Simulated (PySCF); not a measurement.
BiBr2, SMILES [Br][Bi][Br], multiplicity 2. Geometry optimised at B3LYP-D3(BJ)/def2-SVP. The spin state was assumed, not searched. The isomer is the one that the SMILES or the coordinates give; other isomers of the formula were not compared. The def2 effective core potentials stand for the cores of Bi; spin–orbit coupling is left out.

Computed equilibrium geometry at B3LYP-D3(BJ)/def2-SVP (PySCF confirms it by a frequency run) as Cartesian coordinates in Å, and its point group:
point group C2v.
```xyz
3

Bi     0.0000     0.0000     0.7642
Br     0.0000    -2.0358    -0.9061
Br     0.0000     2.0358    -0.9061
```
Charge 0, spin multiplicity 2.
